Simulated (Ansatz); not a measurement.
Basis sets compared for the cluster Li₁₄⁺. Total charge 1; doublet. Geometry PBE/def2-SVP. Ansatz on 4 threads of Intel Xeon 6975P-C on a shared host; times are rough, and most runs start from earlier orbitals.

```xyz
14

Li   -1.222    0.707   -3.715
Li   -2.076   -0.516    1.332
Li   -2.516    1.513   -1.047
Li    2.543   -1.452    2.404
Li    2.411   -0.590   -0.737
Li    2.520    1.734    2.009
Li    0.384    0.385    3.956
Li    0.300   -2.087   -3.155
Li   -0.641    2.408    1.881
Li    0.707    2.209   -0.966
Li   -0.502   -0.257   -1.255
Li    0.607    0.114    1.231
Li    0.135   -2.593    0.055
Li   -2.649   -1.575   -1.992
```

Another isomer (doublet) lies 0.05 eV lower at PBE0/def2-TZVP; other spin states weren't run for this one.

```csv
level,functions,energy (Eh),HOMO (eV),LUMO (eV),wall time
PBE/def2-SVP,126,-104.7727,-5.55,-5.19,3.7 s
PBE0/def2-SVP,126,-104.8281,-5.94,-4.68,8.5 s
```

Question: Estimate the rows for PBE/def2-TZVP (with forces), PBE0/def2-TZVP.

Answer: 
| level | functions | energy (Eh) | HOMO (eV) | LUMO (eV) | wall time |
| --- | --- | --- | --- | --- | --- |
| PBE/def2-TZVP (with forces) | 196 | -104.8621 | -5.62 | -5.25 | 4 s |
| PBE0/def2-TZVP | 196 | -104.9166 | -6.03 | -4.75 | 7.5 s |
